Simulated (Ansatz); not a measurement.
Geometry optimisation, RKS PBE0-D4/cc-pVDZ in Ansatz 0.2.0.

Input file:

```yaml
crystal:
  periodic: [false, false, false]
  atoms:
    - { symbol: Si, position_ang: [-1.68224, 0.32489, -0.61225] }
    - { symbol: Si, position_ang: [0.36039, -0.6022, -0.00813] }
    - { symbol: B, position_ang: [1.52428, 0.78028, 0.83974] }
    - { symbol: B, position_ang: [2.2095, -0.53447, 0.76977] }
    - { symbol: H, position_ang: [-1.98105, 0.19801, -2.04656] }
    - { symbol: H, position_ang: [-2.82413, -0.26601, 0.10198] }
    - { symbol: H, position_ang: [-1.72142, 1.7613, -0.31757] }
    - { symbol: H, position_ang: [0.17147, -2.01638, -0.44965] }
    - { symbol: H, position_ang: [1.08464, 1.85506, 0.94002] }
    - { symbol: H, position_ang: [2.85856, -1.50048, 0.78265] }
basis:
  gaussian: { orbitals: cc-pVDZ }
hamiltonian:
  xc: pbe0
  dispersion: d4
relax:
  f_tol: 0.02
  max_steps: 50
```

Launched with:

```bash
$ ansatz run input.yaml --threads 2 --pin off --max-ram 3072MiB --backend cpu --events-out ev --progress --plain --runs-dir out
```

Task: Where does it end, and by what steps?

Result: The run converged. After 5 steps the energy has fallen by 0.192 eV; H8 moved furthest, 0.19 Å.

```tsv
step	energy less start (eV)	largest force component (eV/Å)	accepted
0	0.0000	0.797	yes
1	-0.1402	0.465	yes
2	-0.1799	0.246	yes
3	-0.1908	0.077	yes
4	-0.1917	0.021	yes
5	-0.1920	0.014	yes
```

```xyz
10
Properties=species:S:1:pos:R:3
Si -1.713 0.381 -0.609
Si 0.331 -0.599 -0.018
B 1.512 0.788 0.827
B 2.251 -0.517 0.794
H -1.945 0.204 -2.080
H -2.824 -0.297 0.137
H -1.683 1.836 -0.267
H 0.342 -2.053 -0.384
H 0.969 1.846 0.874
H 2.760 -1.589 0.728
```

Whether the end is a true minimum wasn't checked by a vibrational analysis.

Run time: 17 s on 2 threads of Arm Neoverse V1, on a shared host, peak memory 0.19 GiB.
